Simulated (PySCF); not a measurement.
**Fe³⁺ (iron, charge +3) across methods**

[Ar] 3d5, high-spin 6S determinant. All numbers are calculated (PySCF 2.14, scalar relativity by spin-free X2C-1e, in ANO-RCC-VTZP).

```json
{"method": "LC-wPBE", "E (hartree)": "-1270.388", "mean ε 3p α (eV)": "-105.24", "mean ε 3p β (eV)": "-98.887", "mean ε 3d α (eV)": "-50.705", "Σ⟨r²⟩ (bohr²)": "13.26", "⟨S²⟩": "8.750"}
{"method": "B97-3", "E (hartree)": "-1270.440", "mean ε 3p α (eV)": "-104.59", "mean ε 3p β (eV)": "-96.680", "mean ε 3d α (eV)": "-48.277", "Σ⟨r²⟩ (bohr²)": "13.18", "⟨S²⟩": "8.751"}
{"method": "r2SCAN", "E (hartree)": "-1270.551", "mean ε 3p α (eV)": "-101.72", "mean ε 3p β (eV)": "-93.995", "mean ε 3d α (eV)": "-45.911", "Σ⟨r²⟩ (bohr²)": "13.21", "⟨S²⟩": "8.751"}
{"method": "wB97X", "E (hartree)": "-1270.610", "mean ε 3p α (eV)": "-105.98", "mean ε 3p β (eV)": "-98.795", "mean ε 3d α (eV)": "-50.337", "Σ⟨r²⟩ (bohr²)": "13.17", "⟨S²⟩": "8.751"}
{"method": "UHF", "E (hartree)": "-1269.49619", "mean ε 3p α (eV)": "-119.51", "mean ε 3p β (eV)": "-104.28", "mean ε 3d α (eV)": "-56.305", "Σ⟨r²⟩ (bohr²)": "13.15", "⟨S²⟩": "8.751"}
{"method": "LDA", "E (hartree)": "-1267.975", "mean ε 3p α (eV)": "-98.918", "mean ε 3p β (eV)": "-93.254", "mean ε 3d α (eV)": "-45.459", "Σ⟨r²⟩ (bohr²)": "13.28", "⟨S²⟩": "8.750"}
{"method": "PBE0", "E (hartree)": "-1270.363", "mean ε 3p α (eV)": "-104.49", "mean ε 3p β (eV)": "-96.412", "mean ε 3d α (eV)": "-48.286", "Σ⟨r²⟩ (bohr²)": "13.22", "⟨S²⟩": "8.750"}
```

Question: Estimate the same row for PBE.

Answer: E (hartree) = -1270.312; mean ε 3p α (eV) = -99.136; mean ε 3p β (eV) = -93.201; mean ε 3d α (eV) = -45.314; Σ⟨r²⟩ (bohr²) = 13.27; ⟨S²⟩ = 8.750.
